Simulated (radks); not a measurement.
The numbers below are computed, except where a source is named.
Ar13+, configuration [He] 2s2 2p1 (the NIST ground configuration). Code: a radial shooting solver on a logarithmic mesh with Libxc functionals. Model: scalar-relativistic Kohn-Sham, exchange-only LDA, spin-polarised, spherical densities, point nucleus; open shells are filled with parallel spins first.

Normalised radial functions P(r) = r R(r), r in bohr:

| r | 1s down | 2p down | 3s up |
|---|---|---|---|
| 0.004343 | 0.6132 | 0.0043 | 0.1007 |
| 0.006029 | 0.8235 | 0.0080 | 0.1352 |
| 0.00837 | 1.0930 | 0.0150 | 0.1791 |
| 0.01162 | 1.4272 | 0.0278 | 0.2331 |
| 0.01613 | 1.8222 | 0.0511 | 0.2956 |
| 0.02257 | 2.2657 | 0.0940 | 0.3627 |
| 0.03133 | 2.6823 | 0.1670 | 0.4178 |
| 0.04349 | 2.9909 | 0.2883 | 0.4388 |
| 0.06038 | 3.0707 | 0.4788 | 0.3904 |
| 0.08382 | 2.8141 | 0.7539 | 0.2324 |
| 0.1164 | 2.2053 | 1.1043 | -0.0557 |
| 0.1615 | 1.3935 | 1.4660 | -0.4264 |
| 0.226 | 0.6403 | 1.7071 | -0.7155 |
| 0.3138 | 0.1980 | 1.6475 | -0.6330 |
| 0.4356 | 0.0348 | 1.2378 | -0.0249 |
| 0.6046 | 0.0028 | 0.6588 | 0.8285 |
| 0.8394 | 0.0001 | 0.2177 | 1.2351 |
| 1.165 | 0.0000 | 0.0372 | 0.8765 |
| 1.617 | 0.0000 | 0.0026 | 0.3024 |
| 2.263 | 0.0000 | 0.0000 | 0.0402 |

1s down: eigenvalue -3710.5 eV, 0 radial nodes, <r> = 0.0854 bohr, 90 % of the charge inside 0.152 bohr. 2p down (empty): eigenvalue -707.60 eV, 0 radial nodes, <r> = 0.322 bohr, 90 % of the charge inside 0.520 bohr. 3s up (empty): eigenvalue -304.28 eV, 2 radial nodes at r = 0.110, 0.440 bohr, <r> = 0.882 bohr, 90 % of the charge inside 1.28 bohr.
